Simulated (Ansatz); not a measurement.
Other settings, tried on the cluster Cu₈Te₄.

```yaml
crystal:
  periodic: [false, false, false]
  atoms:
    - {symbol: Cu, position_ang: [0.474574, -1.869382, -1.455262]}
    - {symbol: Cu, position_ang: [0.668474, 2.299308, 0.321098]}
    - {symbol: Cu, position_ang: [1.255736, 0.110567, 1.308096]}
    - {symbol: Cu, position_ang: [0.483573, -2.197990, 0.878943]}
    - {symbol: Cu, position_ang: [-1.255656, -0.110553, -1.307956]}
    - {symbol: Cu, position_ang: [1.245949, 0.468369, -1.235463]}
    - {symbol: Cu, position_ang: [-1.245630, -0.468340, 1.235625]}
    - {symbol: Cu, position_ang: [-1.627148, 1.767975, 0.254779]}
    - {symbol: Te, position_ang: [-0.452322, 2.211771, -2.067887]}
    - {symbol: Te, position_ang: [-0.434873, 1.555080, 2.601171]}
    - {symbol: Te, position_ang: [2.739576, -1.352062, -0.200396]}
    - {symbol: Te, position_ang: [-1.852254, -2.414753, -0.332760]}
basis:
  gaussian: {orbitals: def2-mTZVP, fitting: {mean_field: def2-universal-jkfit}, final_grid: {core_spheres: 20, valence_spheres: 16, degree: 47}, nuclear_model: gaussian}
hamiltonian: {xc: {name: rPW86-PBE}}
output: {forces: true}
```

```sh
$ ansatz run in.yaml --threads 2 --pin off --events-out ev --progress --plain --max-ram 32768MiB --backend cuda --devices 0, --max-vram 18GiB
```

Shortened log:

```
Functional definition: rPW86-PBE
2984 factors; integrals over basis functions are off by at most 4.9e-1 eV
mean field evaluation 1: about -386497.8391 eV, gradient 1.0e2 eV
mean field evaluation 2: about -384234.9541 eV, gradient 1.4e3 eV
mean field evaluation 4: about -386496.2806 eV, gradient 1.3e2 eV
mean field evaluation 8: about -386513.6065 eV, gradient 1.5e-3 eV
mean field -386513.60647568 eV, -14204.1130496492 hartree, gradient 1.5e-5 eV, S^2 0.000000; 0 other end points of the search recorded, 0 dependent functions left out
reference -386513.60660752 eV, -14204.1130544940 hartree; 164, 164 occupied and 244, 244 virtual orbitals, 2984 factors
Total energy: -386513.60660752 eV, -14204.1130544940 hartree
Atom 0 at     0.474574    -1.869382    -1.455262 Å, force     0.101006    -0.371949    -0.511335 eV/Å
Atom 1 at     0.668474     2.299308     0.321098 Å, force     0.340162     0.537611     0.074281 eV/Å
Atom 2 at     1.255736     0.110567     1.308096 Å, force     0.381778     0.033633     0.397680 eV/Å
Atom 3 at     0.483573    -2.197990     0.878943 Å, force     0.103970    -0.498231     0.388472 eV/Å
Atom 4 at    -1.255656    -0.110553    -1.307956 Å, force    -0.381793    -0.033661    -0.397728 eV/Å
Atom 5 at     1.245949     0.468369    -1.235463 Å, force     0.378868     0.142610    -0.375991 eV/Å
Atom 6 at    -1.245630    -0.468340     1.235625 Å, force    -0.379145    -0.142594     0.375909 eV/Å
Atom 7 at    -1.627148     1.767975     0.254779 Å, force    -0.544704     0.332716     0.048895 eV/Å
Atom 8 at    -0.452322     2.211771    -2.067887 Å, force    -0.073237     0.373003    -0.456619 eV/Å
Atom 9 at    -0.434873     1.555080     2.601171 Å, force    -0.069519     0.232185     0.542393 eV/Å
Atom 10 at     2.739576    -1.352062    -0.200396 Å, force     0.562546    -0.188884    -0.028872 eV/Å
Atom 11 at    -1.852254    -2.414753    -0.332760 Å, force    -0.419932    -0.416438    -0.057083 eV/Å
Dipole moment:    -0.000117    -0.000027    -0.000101 e Å
```

It took 8 s on 2 threads of AMD EPYC 7R13 on a shared host and a share (18 GiB) of an NVIDIA H100 80GB HBM3, peak host memory 1 GiB.

In the def2 sets Te takes a core potential; there is no spin–orbit coupling.
